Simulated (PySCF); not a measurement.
**WSe2, triplet: data card**

Method: UPBE0/[W def2-SVP with ECP60, Se def2-SVP], scalar-relativistic core potentials, density fitting, no spin–orbit coupling, PySCF.

The structure is a minimum.

Coordinates in bohr (charge 0 multiplicity 3):
```
W     1.0828    0.0000    0.0000
Se   -1.2450    3.5673    0.0000
Se   -1.2450   -3.5673    0.0000
```

| Item | Value |
| --- | --- |
| Point group | C2v |
| Bond lengths | W–Se 2.254 Å (×2) |
| Bond angles | Se–W–Se 113.7° |
| Heat capacity Cp at 298.15 K | 54.6 J/(mol K) |
| Atomisation energy without zero-point energy | 855 kJ/mol |
| Principal quadrupole moments (Buckingham, traceless) about the centre of mass | -4.84, -1.86, 6.70 D Å |
| Principal polarisabilities | 70.8, 75.8, 139.4 bohr³ |
| Lowest empty level (α) | -3.86 eV |
| Spin squared ⟨S²⟩ | 2.081 |
| Entropy at 298.15 K and 1 bar (electronic part: spin only) | 331.4 J/(mol K) |
| Enthalpy at 298.15 K above 0 K | 13.72 kJ/mol |
| Zero-point energy | 4.8 kJ/mol |
| Highest occupied level (α) | -6.17 eV |
| Dipole moment | 3.20 D |
| Rotational constants | 0.1299, 0.0296, 0.02411 cm⁻¹ |
| Rotational symmetry number | 2 |

Harmonic modes (masses in u: W 183.951, Se 79.917):
```csv
symmetry,ω (cm⁻¹),IR (km/mol),μ (u),type
a1,102,0.0,91.69,bend
a1,343,2.4,92.34,stretch
b2,360,36.4,101.69,stretch
```

In C2v the vibrations span 2a1 + b2. Here b1 is antisymmetric to the molecular plane and b2 lies in it.

Charges (e):
| atom | Mulliken | Löwdin | polar tensor | spin (Mulliken) | Mayer order to W1 |
| --- | --- | --- | --- | --- | --- |
| W1 | 0.40 | -0.39 | 0.86 | 2.46 | – |
| Se2,3 | -0.20 | 0.20 | -0.43 | -0.23 | 2.20 |

Mulliken populations on W1 (electrons outside its core potential): s 2.76, p 6.29, d 4.51, f 0.04.

Outer orbital energies (eV). α occupied: -9.66, -9.18, -8.69, -8.55, -8.49, -7.44, -6.93, -6.17; empty: -3.86, -3.01, -2.29, -1.03. β occupied: -18.77, -18.36, -9.47, -8.94, -8.53, -8.12, -7.71, -7.10; empty: -3.21, -2.60, -2.40, -2.18.

Formally W is in oxidation state +4, d2, with 2 unpaired electrons (the high-spin count). The Mulliken spin on W is 2.46. The polar-tensor charge on W, 0.86, is far below the formal one.

Other isomers or separated fragments may lie lower. With open d or f shells other occupations or spin states may lie lower. With an element this heavy the missing spin–orbit coupling can shift these numbers.

The final relaxation and frequency run took 43 s on 4 threads of a shared Arm Neoverse V1 host, with 96 basis functions and 10 gradients; the process peaked at 0.92 GiB. Launch command: `OMP_NUM_THREADS=4 python axn.py task.json out`.
